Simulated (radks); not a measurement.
Q: Species: Tb2+. Configuration: [Xe] 4f9. All-electron calculation, scalar-relativistic Kohn-Sham, HCTH/407, spin-polarised, spherical densities, point nucleus; open shells are filled with parallel spins first (spin-orbit coupling, left out, can overturn this in heavy ions). Program: a radial shooting solver on a logarithmic mesh with Libxc functionals. Some entries of the table are withheld. Estimate them.

orbital,occ.,eigenvalue (hartree),<1/r> (bohr^-1),<r^2> (bohr^2)
1s up,1,-1905.887,73.08,0.0006319
1s down,1,-1905.887,73.08,0.0006319
2s up,1,-316.6676,16.97,0.009888
2s down,1,-316.6651,16.97,0.009888
2p up,3,-281.5644,15.81,0.007984
2p down,3,-281.5626,15.81,0.007984
3s up,1,-70.69945,6.237,0.06547
3s down,1,-70.62035,6.243,0.06538
3p up,3,-59.86823,5.856,0.06567
3p down,3,-59.78924,5.862,0.06555
3d up,5,-45.75300,5.559,0.05500
3d down,5,-45.69248,5.564,0.05487
4s up,1,-14.48509,2.630,0.3307
4s down,1,-14.31055,2.629,0.3307
4p up,3,-10.91597,2.414,0.3738
4p down,3,-10.74248,2.413,0.3739
4d up,5,-6.01567,(1),0.4500
4d down,5,-5.84219,(2),0.4512
5s up,1,-2.30983,1.008,1.942
5s down,1,-2.21597,0.9898,2.003
5p up,3,-1.46023,0.8469,2.696
5p down,3,-1.39406,0.8256,2.816
4f up,7,-0.70620,(3),0.9941
4f down,2,-0.55292,(4),1.175

A: 
(1) 4d up <1/r> (bohr^-1): 2.128
(2) 4d down <1/r> (bohr^-1): 2.126
(3) 4f up <1/r> (bohr^-1): 1.541
(4) 4f down <1/r> (bohr^-1): 1.491
